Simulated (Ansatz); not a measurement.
Cd₅⁻. Total charge -1; doublet. Geometry PBE/def2-SVPD.

```csv
atom,x (Å),y (Å),z (Å)
Cd1,-1.841,-1.151,-1.319
Cd2,2.286,0.925,-0.179
Cd3,0.667,0.971,2.400
Cd4,-1.969,-0.339,1.615
Cd5,0.858,-0.406,-2.517
```

In the def2 sets Cd takes a core potential; there is no spin–orbit coupling. LC-ωPBE has ω = 0.4 bohr⁻¹. HSE06 is defined as in plane-wave codes, on full-range PBE exchange. At PBE/def2-TZVPD, PBE0/def2-TZVPD, HSE06/def2-TZVPD the highest occupied level of the charge -1 doublet lies above zero (up to 0.79 eV). The electron is either unbound and held by the finite basis, or the level is raised by self-interaction error. Another isomer (doublet) lies 0.19 eV lower at PBE0/def2-TZVPD; other spin states weren't run for this one.

**Question.** Estimate the α-spin orbital energies around the gap (eV) in Ansatz with PBE/def2-TZVPD, PBE0/def2-TZVPD, HSE06/def2-TZVPD, LC-ωPBE/def2-TZVPD, ωB97M-V/def2-TZVPD.

**Answer.** 
```tsv
orbital	PBE/def2-TZVPD	PBE0/def2-TZVPD	HSE06/def2-TZVPD	LC-ωPBE/def2-TZVPD	ωB97M-V/def2-TZVPD
HOMO−9	-7.88	-10.07	-9.67	-12.78	-12.68
HOMO−8	-7.83	-10.03	-9.62	-12.73	-12.64
HOMO−7	-7.83	-10.03	-9.62	-12.73	-12.63
HOMO−6	-7.72	-9.90	-9.49	-12.57	-12.48
HOMO−5	-4.14	-5.21	-4.78	-8.10	-7.72
HOMO−4	-3.02	-3.87	-3.46	-6.28	-6.04
HOMO−3	-2.94	-3.78	-3.37	-6.20	-5.96
HOMO−2	-1.08	-1.61	-1.26	-3.35	-3.19
HOMO−1	-1.08	-1.60	-1.26	-3.34	-3.19
HOMO	0.79	0.33	0.63	-1.07	-0.83
LUMO	0.90	1.40	1.05	2.97	2.80
LUMO+1	1.65	2.09	1.78	3.44	3.38
LUMO+2	1.65	2.10	1.78	3.45	3.38
LUMO+3	1.82	2.42	2.07	3.66	3.62
LUMO+4	1.88	2.45	2.13	3.94	3.82
LUMO+5	2.08	2.48	2.15	4.08	3.85
β HOMO	-0.97	-1.42	-1.08	-2.97	-2.93
β LUMO	0.97	1.48	1.13	3.08	2.71
```
